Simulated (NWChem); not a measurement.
Molecule: GeH4O4; SMILES [OH][Ge]([OH])([OH])[OH]

```xyz
9

O      1.4915     0.0000     0.9270
Ge     0.0000     0.0000     0.0000
O     -1.4915     0.0000     0.9270
O      0.0000     1.4915    -0.9270
O      0.0000    -1.4915    -0.9270
H      1.7730     0.8944     1.1511
H     -1.7730    -0.8944     1.1511
H     -0.8944     1.7730    -1.1511
H      0.8944    -1.7730    -1.1511
```
Atoms are numbered in this order, from 1.

Program: NWChem. Structure relaxed at the PBE0/def2-SVP level. Total energies compare along this basis series because the functional is fixed.

| level | basis functions | energy (Ha) | highest occupied level (eV) | orbital gap (eV) |
|---|---|---|---|---|
| B3LYP/pcseg-1 | 103 | -2380.1523 | -8.85 | 8.25 |
| B3LYP/aug-pcseg-1 | 164 | -2380.1863 | -9.08 | 7.78 |
| B3LYP/pcseg-2 | 219 | -2380.6562 | -9.03 | 8.04 |
| B3LYP/STO-3G | 42 | -2352.1236 | (withheld) | (withheld) |
| B3LYP/def2-SVP | 108 | -2379.9508 | -8.54 | 8.35 |

**Question.** Fill in the missing entries.

**Answer.** 
- B3LYP/STO-3G, highest occupied level (eV): -3.29
- B3LYP/STO-3G, orbital gap (eV): 8.11
